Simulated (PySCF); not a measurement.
```xyz
10

C     -1.0526    -0.5003     0.0218
C      0.2581    -1.1361    -0.0369
C      1.2805    -0.2832    -0.1782
S      0.6425     1.3594    -0.3782
C     -1.0242     0.8349    -0.0750
H     -1.9710    -1.0597     0.1358
H      0.3938    -2.2069     0.0299
H      2.3409    -0.4551    -0.2703
H      0.9513     1.8839     0.8350
H     -1.8192     1.5631    -0.0839
```

Charge 1, multiplicity 1.

Q: Give the Mulliken and meta-Löwdin atomic charges from TPSSh-D3(BJ)/def2-TZVP // B3LYP-D3(BJ)/def2-TZVP run with PySCF.

A: 
```
atom  Mulliken (e)  meta-Löwdin (e)
----  ------------  ---------------
C1           -0.07            -0.05
C2           -0.07            -0.05
C3           -0.14            -0.22
S4            0.31             0.65
C5           -0.14            -0.22
H6            0.20             0.18
H7            0.20             0.18
H8            0.23             0.19
H9            0.24             0.16
H10           0.23             0.19
```
